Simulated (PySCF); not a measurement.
**Working out the ionisation energy of V⁺**

V⁺ [Ar] 3d4 (5D) → V²⁺ [Ar] 3d3 (4F). All numbers are calculated (PySCF 2.14, the spin-free X2C one-electron Hamiltonian (Gaussian nucleus), in x2c-TZVPPall (6s5p4d2f1g, 64 functions)). Frozen: [Ne]. Energies in hartree (1 hartree = 27.21139 eV):

```
             part   V⁺ (lower)  V²⁺ (upper)
              UHF  -947.907190  -947.422945
MP2 opposite-spin    -0.214047    -0.194496
    MP2 same-spin    -0.121240    -0.084755
```

What does Hartree-Fock give?

(-947.422945) − (-947.907190) = 0.484245 hartree = 13.177 eV.

What do MP2 and SCS-MP2 (6/5 opposite-spin, 1/3 same-spin) give?

The opposite-spin parts differ by 0.532 eV and the same-spin parts by 0.993 eV. MP2: 13.177 + (0.532) + (0.993) = 14.702 eV. SCS-MP2: 13.177 + 1.2 × (0.532) + (0.993)/3 = 14.146 eV.

A first-order spin-orbit estimate adds -0.016 eV to MP2 (valence and next inner shell), giving 14.686 eV against 14.634 ± 0.007 eV (measured; NIST Atomic Spectra Database, ionization energies).

What remains against the reference includes basis incompleteness, the frozen core and correlation beyond second order.
